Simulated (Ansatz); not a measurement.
The cluster Mo₃S₇⁻. The state is a doublet with charge -1. Geometry r2SCAN-D4/def2-SVP; atoms count from 1.

```xyz
10

Mo   -0.7769   -0.8211    0.4034
Mo    1.4056   -0.4300   -0.9381
Mo   -0.4603    1.3208   -0.9330
S    -1.9556   -1.0399    2.5371
S     3.0445    0.0205    0.3643
S     0.1179   -0.6812    2.5102
S     0.0152    2.9098    0.4210
S     0.9134    0.9062   -2.7938
S    -2.5322    0.2796   -0.7220
S     0.2286   -2.4648   -0.8493
```

In the def2 sets Mo takes a core potential; there is no spin–orbit coupling. Another isomer (doublet) lies 0.90 eV lower at PBE0-D4/def2-SVP; other spin states weren't run for this one.

**Question.** Estimate the Mulliken populations from the PBE0/def2-SVP orbitals of Ansatz.

**Answer.** 
```json
{"atom": "Mo1", "charge (e)": "0.00", "spin (α − β)": "0.17", "d electrons": "4.80"}
{"atom": "Mo2", "charge (e)": "0.12", "spin (α − β)": "0.12", "d electrons": "4.74"}
{"atom": "Mo3", "charge (e)": "0.10", "spin (α − β)": "0.05", "d electrons": "4.75"}
{"atom": "S4", "charge (e)": "-0.15", "spin (α − β)": "0.13", "d electrons": "–"}
{"atom": "S5", "charge (e)": "-0.19", "spin (α − β)": "0.15", "d electrons": "–"}
{"atom": "S6", "charge (e)": "-0.04", "spin (α − β)": "0.13", "d electrons": "–"}
{"atom": "S7", "charge (e)": "-0.16", "spin (α − β)": "0.20", "d electrons": "–"}
{"atom": "S8", "charge (e)": "-0.26", "spin (α − β)": "-0.01", "d electrons": "–"}
{"atom": "S9", "charge (e)": "-0.21", "spin (α − β)": "0.05", "d electrons": "–"}
{"atom": "S10", "charge (e)": "-0.21", "spin (α − β)": "0.00", "d electrons": "–"}
```
Mulliken values depend strongly on the basis.

**Question.** Where does the spin sit?

**Answer.** Summed by element: Mo 0.34, S 0.66, of 1 unpaired in all. Largest on single atoms: S7 0.20, Mo1 0.17, S5 0.15.

**Question.** And the Mayer bond orders between heavy atoms (over 0.3)?

**Answer.** Mo1–Mo2 0.93 (2.59 Å); Mo1–Mo3 1.10 (2.54 Å); Mo1–S4 1.05 (2.45 Å); Mo1–S6 1.09 (2.29 Å); Mo1–S9 1.06 (2.36 Å); Mo1–S10 1.21 (2.30 Å); Mo2–Mo3 1.01 (2.56 Å); Mo2–S5 2.12 (2.14 Å); Mo2–S8 1.12 (2.34 Å); Mo2–S10 1.04 (2.35 Å); Mo3–S7 2.08 (2.14 Å); Mo3–S8 1.07 (2.35 Å); Mo3–S9 1.15 (2.33 Å); S4–S6 0.99 (2.10 Å).
